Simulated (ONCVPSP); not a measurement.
# Before and after: ONCV potential for potassium (K)

- Element: potassium
- Generator: ONCVPSP 4.0.1
- Type: optimised norm-conserving Vanderbilt (ONCV)
- Functional: LDA (Perdew-Wang 92)
- Relativity: scalar-relativistic
- Frozen core: [Ne]
- Valence charge: 9
- Reference configuration: 3s2 3p6 4s0.5 4p0.5
- Partial waves: 3s+4s: rc 2.35 bohr, ncon 5, nbas 8, qcut 5.7 1/bohr, 2 projectors; 3p+4p: rc 2.70 bohr, ncon 4, nbas 8, qcut 5.1 1/bohr, 2 projectors; d scattering state at 0.02 Ha: rc 2.10 bohr, ncon 5, nbas 8, qcut 4.3 1/bohr, 2 projectors, debl 3 Ha
- Local potential: polynomial inside 1.95 bohr (lpopt 4, dvloc0 0 Ha)
- Core correction: Teter function fitted to the true core (icmod 2), fcfact 0.45

Change: s: nbas 9.

Cutoffs: the cutoffs (Ha) at which the residual kinetic energy of the hardest occupied pseudo-wave falls to 1 and 0.1 mHa per electron; they do not see the model core or the augmentation charge, which bear on the density cutoff. Errors are all-electron minus pseudo energies relative to the spin-unpolarised reference configuration.

Task: Predict the effect on cutoff, ghosts and configuration errors.

Result: The potential gets neither clearly harder nor softer (9.6 Ha and 13 Ha → 8.9 Ha and 12 Ha); the errors of the 4 common tests hardly move; neither file shows a bound ghost.

| quantity | base | changed |
| --- | --- | --- |
| cutoff, loose | 9.6 Ha | 8.9 Ha |
| cutoff, tight | 13 Ha | 12 Ha |
| loose cutoff by channel | s 9.6 Ha, p 8.9 Ha | s 8.9 Ha, p 8.9 Ha |
| bound ghosts | none | none |
| GHOST(+) flags under 300 eV | none | none |
| error for 3s2 3p6 4s1 4p0, meV [ΔE -0.80 eV] | 0.0 | 0.0 |
| error for 3s2 3p6 4s0 4p0, meV [ΔE 3.60 eV] | -0.1 | -0.1 |
| error for 3s2 3p6 4s0.5 4p0, meV [ΔE 0.91 eV] | 0.0 | 0.0 |
| error for 3s1 3p6 4s1 4p0, meV [ΔE 41.03 eV] | -186 | -198 |
| s: phases at 2.38 bohr within 0.05 rad from the reference energy up to (Ha; the scan ends near 5) | 3.9 | 3.8 |
| p: phases at 2.73 bohr within 0.05 rad from the reference energy up to (Ha; the scan ends near 5) | 3.3 | 3.3 |
| d: phases at 2.13 bohr within 0.05 rad from the reference energy up to (Ha; the scan ends near 5) | to the end of the scan | to the end of the scan |
| rms error of d²Exc/dni dnj with the model core, mHa | 0.60 | 0.62 |

Base: The cutoffs count occupied waves only; projector 2 of the d channel, the hardest unoccupied one, needs 58 Ha at the loose tolerance. Changed file: The cutoffs count occupied waves only; projector 2 of the d channel, the hardest unoccupied one, needs 58 Ha at the loose tolerance.
